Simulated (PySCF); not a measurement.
FGa, charge +1, doublet, geometry from GFN2-xTB (such geometries of metal compounds can be far from the true shape) (a state made from the parent by changing its charge; the spin is typed, not shown lowest). Base run: B3LYP/6-311G** (PySCF).

Here is a job for PySCF.
```python
from pyscf import gto, scf, dft

mol = gto.M(
    atom='''
Ga   -0.000000   -0.000000   -0.418933
F     0.000000    0.000000    1.442992
''',
    basis='6-311g**',
    charge=1,
    spin=1,
    verbose=4,
)

mf = dft.UKS(mol)
mf.xc = 'b3lyp'
mf.kernel()
mf.analyze()
```

The base run was repeated with changes; each row names its change, and settings that it needs were set with it.

| change | ΔE vs base (mEh) | fitting functions |
|---|---|---|
| base | 0.000 | - |
| auxbasis = default (with mf = mf.density_fit()) | -0.054 | 286 |
| auxbasis = cc-pvtz-jkfit | -0.054 | 286 |
| auxbasis = def2-tzvp-ri | -8475.9 | 235 |
| auxbasis = def2-svp-ri | -8287.6 | 175 |
| auxbasis = even-tempered beta=1.6 | 0.008 | 672 |
| auxbasis = even-tempered beta=2.0 | -0.057 | 460 |
| auxbasis = autoaux | -0.014 | 495 |
| auxbasis = cc-pvqz-jkfit | -0.058 | 324 |
| auxbasis = def2-universal-jfit | 3567.7 | 107 |

A fitting set is made for a task (jfit for Coulomb, jkfit for Coulomb and exchange, ri for correlation) and for a family of orbital bases.

Open shells are given as the SCF converged; they aren't shown to be the lowest states, and a large step between rows can be another state.
